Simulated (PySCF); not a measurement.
Structure from NMR data

Molecular formula: CH$_{11}$O$_{2}$PSi$_{3}$. Simulated spectra:

$^{1}$H NMR (600 MHz, computed): δ 5.82 (m, 2H), 5.30 (q, 2H), 4.93 (s, 2H), 1.44 (m, 2H), 0.66 (t, 3H).

$^{13}$C{$^{1}$H} NMR (computed): δ 1.7 (CH3).

[PySCF 2.14: GFN2-xTB structure; shieldings: GIAO PBE0/pcSseg-1; no relativistic terms; one computed conformer; no solvent; rapidly exchanging positions averaged]

Chemical shifts δ = σref − σ; TMS for $^{1}$H, $^{13}$C, all at this level.

What is the structure?

Results:


- Carbon types of the structure: 1 × CH3, leaving 8 H on heteroatoms.
- δC 1.7: methyl carbon bonded to Si; an electropositive neighbour leaves it electron-rich and shielded.
- δH 5.82: hydrogen on a silicon bonded to O, P.
- δH 5.30: hydrogen on a silicon bonded to C, O.
- δH 4.93: hydrogen on a silicon bonded to 2 O.
- δH 1.44: hydrogen on a phosphorus bonded to Si.
- δH 0.66: hydrogen on a methyl carbon bonded to Si; an electropositive neighbour shields it, as in TMS itself.

The compound is `C[SiH2]O[SiH2]O[SiH2]P`.

The shifts were computed for this structure.

Splittings by $^{31}$P in the carbon and heteronuclear signals aren't shown, as no couplings were computed. Shifts are as computed. Against solution values, carbons near 30 ppm lie about +3 ppm off and those near 130 ppm about +5 ppm. Of 1211 compounds with measured shifts, 218 miss one by over three times the rms of a fit or turn the order of signals round; such compounds aren't used in these exercises. No couplings were computed; multiplicities are counted from neighbouring protons, with m where these are inequivalent, close in shift, in a saturated or five-membered ring or joined by F or P, and br s for small geminal =CH2 splittings.
